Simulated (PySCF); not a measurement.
## Stretching BeCl⁻

Set-up: Be def2-SVPD, Cl def2-SVPD; no relativity (PySCF 2.14). Energies in eV from Be + Cl⁻ in their ground configurations at the same level. State: ¹Σ⁺ (singlet), closed shell.

```json
{"R (Å)": "1.744", "PBE0": "-1.106"}
{"R (Å)": "1.825", "PBE0": "-1.341"}
{"R (Å)": "1.906", "PBE0": "-1.464"}
{"R (Å)": "1.967", "PBE0": "-1.505"}
{"R (Å)": "2.028", "PBE0": "-1.515"}
{"R (Å)": "2.089", "PBE0": "-1.501"}
{"R (Å)": "2.170", "PBE0": "-1.457"}
{"R (Å)": "2.271", "PBE0": "-1.377"}
{"R (Å)": "2.393", "PBE0": "-1.262"}
{"R (Å)": "2.555", "PBE0": "-1.099"}
```

Question: Put a parabola through the three lowest points of the PBE0 curve and estimate Re, k and ωe (reduced mass 7.165 u; 1 eV/Å² = 0.16022 mdyn/Å; ωe = 1302.8·√(k/μ) cm⁻¹).

Answer: Through R = 1.967, 2.028, 2.089 Å the second-order coefficient is 3.22 eV/Å², so Re ≈ 2.023 Å, k ≈ 1.03 mdyn/Å and ωe ≈ 495 cm⁻¹. A polynomial fit of higher order to the unrounded PBE0 energies gives Re = 2.019 Å, k = 1.05 mdyn/Å, ωe = 498 cm⁻¹; anharmonicity and rounding make the difference.

The higher-order fit for each curve: PBE0: Re = 2.019 Å, ωe = 498 cm⁻¹, De = 1.51 eV.

For an ion De counts to the pair picked by the measured ionisation energies or electron affinities, which need not be the lowest pair at this level. The highest Kohn–Sham level is positive in this anion. Much of that is self-interaction error, but it also means that the finite basis helps to hold the extra electron.
